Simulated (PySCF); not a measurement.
# Electron correlation in K (potassium, neutral)

[Ar] 4s1, 2S determinant. Calculation: PySCF 2.14, in def2-QZVPPD (11s6p4d3f, 70 functions); the non-relativistic Hamiltonian (point nucleus). Frozen: [Ne]; 9 electrons correlated.

```json
{"level": "CCSD", "correlation energy (mhartree)": "-226.64"}
{"level": "(T)", "correlation energy (mhartree)": "-6.71"}
{"level": "CCSD(T)", "correlation energy (mhartree)": "-233.35"}
```

Diagnostics: T1 = 0.016, D1 = 0.0675, largest double amplitude 0.025.

Cost of the coupled-cluster step: of the order of 7 core-seconds, for 9 correlated electrons.

This basis was not built for core-valence correlation, so the inner-shell part is incomplete.
